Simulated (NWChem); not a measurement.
System: C$_{2}$H$_{3}$ClF$_{2}$Si; SMILES [SiH2](Cl)/C(=C\F)F

```xyz
9

F      1.5636     1.9731    -0.0058
C      0.2584     1.9711    -0.3213
C     -0.5190     0.9254    -0.0296
F     -1.8272     1.0117    -0.4054
Si    -0.0341    -0.6556     0.8496
Cl     0.1681    -2.2116    -0.5146
H     -0.0767     2.8747    -0.8219
H     -1.1238    -1.0214     1.7810
H      1.2567    -0.4747     1.5451
```
Atoms are numbered in this order, from 1.

Level: B3LYP/6-31G* (spherical d) (NWChem), optimised geometry, unscaled harmonic frequencies. B3LYP is NWChem's, with the RPA form of VWN correlation.

Problem. List the harmonic frequencies with IR intensities, and the thermochemistry.

Solution. 
```json
[
 {"frequency (cm⁻¹)": "26", "IR intensity (km/mol)": "0.6"},
 {"frequency (cm⁻¹)": "125", "IR intensity (km/mol)": "1.0"},
 {"frequency (cm⁻¹)": "163", "IR intensity (km/mol)": "2.0"},
 {"frequency (cm⁻¹)": "303", "IR intensity (km/mol)": "7.9"},
 {"frequency (cm⁻¹)": "321", "IR intensity (km/mol)": "12.3"},
 {"frequency (cm⁻¹)": "432", "IR intensity (km/mol)": "15.4"},
 {"frequency (cm⁻¹)": "507", "IR intensity (km/mol)": "22.1"},
 {"frequency (cm⁻¹)": "544", "IR intensity (km/mol)": "64.7"},
 {"frequency (cm⁻¹)": "617", "IR intensity (km/mol)": "20.8"},
 {"frequency (cm⁻¹)": "633", "IR intensity (km/mol)": "31.4"},
 {"frequency (cm⁻¹)": "737", "IR intensity (km/mol)": "1.9"},
 {"frequency (cm⁻¹)": "874", "IR intensity (km/mol)": "64.5"},
 {"frequency (cm⁻¹)": "886", "IR intensity (km/mol)": "252.5"},
 {"frequency (cm⁻¹)": "947", "IR intensity (km/mol)": "117.6"},
 {"frequency (cm⁻¹)": "1180", "IR intensity (km/mol)": "227.0"},
 {"frequency (cm⁻¹)": "1203", "IR intensity (km/mol)": "4.1"},
 {"frequency (cm⁻¹)": "1335", "IR intensity (km/mol)": "1.2"},
 {"frequency (cm⁻¹)": "1715", "IR intensity (km/mol)": "63.4"},
 {"frequency (cm⁻¹)": "2294", "IR intensity (km/mol)": "96.9"},
 {"frequency (cm⁻¹)": "2314", "IR intensity (km/mol)": "101.8"},
 {"frequency (cm⁻¹)": "3228", "IR intensity (km/mol)": "5.5"}
]
```

| Item | Result |
|---|---|
| zero-point energy | 29.1 kcal/mol |
| thermal correction to the enthalpy at 298.15 K (with zero-point energy) | 34.2 kcal/mol |
| heat capacity Cv | 23.7 cal/(mol K) |
| entropy at 298.15 K and 1 atm (symmetry number 1) | 87.0 cal/(mol K) |
| dipole moment | 1.99 D |

Rigid rotor and harmonic oscillator; modes under 100 cm⁻¹ make the entropy uncertain.
